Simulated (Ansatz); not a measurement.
Reaction (ligand exchange at the Si–F bond): `O[SiH](F)CF` + HI → `O[SiH](I)CF` + H–F

Computed with Ansatz on PBE0-D4/def2-TZVP structures; ΔE is electronic, products minus reactants. CCSD(T)/CBS is the MP2 limit (def2-TZVPP, def2-QZVPP) plus CCSD(T) − MP2 in def2-TZVPP, frozen cores. This one scheme is used for every species. def2 core potentials past Kr. For I outer-core shells are correlated without core-valence functions, which leaves a few kJ/mol of doubt a bond. One conformer a species, not always the lowest.

```csv
species,CCSD/def2-TZVPP energy (Eh)
`O[SiH](F)CF`,-604.19103
HI,-297.72800
`O[SiH](I)CF`,-801.55423
H–F,-100.33828
```

(1) Work out ΔE.

Largest T1 diagnostic among the species: 0.012.

Results:

(1) ΔE = (-801.55423) + (-100.33828) − (-604.19103) − (-297.72800) = 0.02652 Eh = +69.6 kJ/mol. CCSD(T)/CBS gives +56.1 kJ/mol.

The D4 term adds −9.4 kJ/mol with B3LYP and −5.2 kJ/mol with PBE0; it sums over pairs of atoms, weighted by their polarisabilities, and B3LYP, whose exchange is more repulsive, gets the larger term. In def2-TZVPP, CCSD(T) changes the Hartree–Fock value by −17.4 kJ/mol (the triples alone add −4.1 kJ/mol) and MP2 by −28.7 kJ/mol.

B3LYP here is the variant with VWN-RPA as its local correlation; programs differ in this.
